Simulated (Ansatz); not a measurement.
isobutene (C4H8), singlet, at a GFN2-xTB geometry; B3LYP/3-21G (Ansatz, a first-principles code).

Ansatz was given this input:
Ansatz 0.2 input:
```yaml
crystal:
  periodic: [false, false, false]
  atoms:
    - {symbol: C, position_ang: [-0.00358310, -0.00726810, 1.44953113]}
    - {symbol: C, position_ang: [-0.00031404, -0.00063701, 0.12704302]}
    - {symbol: H, position_ang: [-0.00279626, 0.90390212, 2.02374365]}
    - {symbol: H, position_ang: [-0.00718605, -0.92415062, 2.01456675]}
    - {symbol: C, position_ang: [0.00471228, 1.26727735, -0.67219236]}
    - {symbol: H, position_ang: [0.00522655, 2.14004904, -0.02485143]}
    - {symbol: H, position_ang: [0.88583506, 1.30548006, -1.31233657]}
    - {symbol: H, position_ang: [-0.87305594, 1.30972549, -1.31666310]}
    - {symbol: C, position_ang: [-0.00135772, -1.26047284, -0.68488177]}
    - {symbol: H, position_ang: [-0.00505058, -2.13969210, -0.04633590]}
    - {symbol: H, position_ang: [-0.87930414, -1.29223249, -1.32972503]}
    - {symbol: H, position_ang: [0.87958687, -1.29647792, -1.32539850]}
basis:
  gaussian:
    orbitals: 3-21G.json
    occupation: {up: {"A1": 9, "A2": 1, "B1": 1, "B2": 5}, down: {"A1": 9, "A2": 1, "B1": 1, "B2": 5}}
hamiltonian:
  xc: b3lyp
```
The basis file holds 3-21G in the JSON format of the Basis Set Exchange.

It wrote (shortened):

```
Functional definition: B3LYP
the irreps are read with x along [1.000, -0.002, 0.002], y along [-0.002, -1.000, -0.005] and z along [0.002, 0.005, -1.000] of the geometry given
676 factors; integrals over basis functions are off by at most 8.8e-4 eV
mean field evaluation 1: about -4228.8929 eV, gradient 4.9e1 eV
mean field evaluation 2: about -4234.7651 eV, gradient 5.7e0 eV
mean field evaluation 4: about -4234.9985 eV, gradient 1.8e-2 eV
mean field evaluation 8: about -4234.9472 eV, gradient 9.2e-7 eV
a density is far from that of the atoms, so the factors are made again for it
758 factors; integrals over basis functions are off by at most 3.2e-5 eV
mean field -4234.94650796 eV, -155.6314136176 hartree, gradient 7.9e-6 eV, S^2 0.000000; 0 other end points of the search recorded, 0 dependent functions left out
reference -4234.94672905 eV, -155.6314217427 hartree; 16, 16 occupied and 36, 36 virtual orbitals, 758 factors
Total energy: -4234.94672905 eV, -155.6314217427 hartree
```
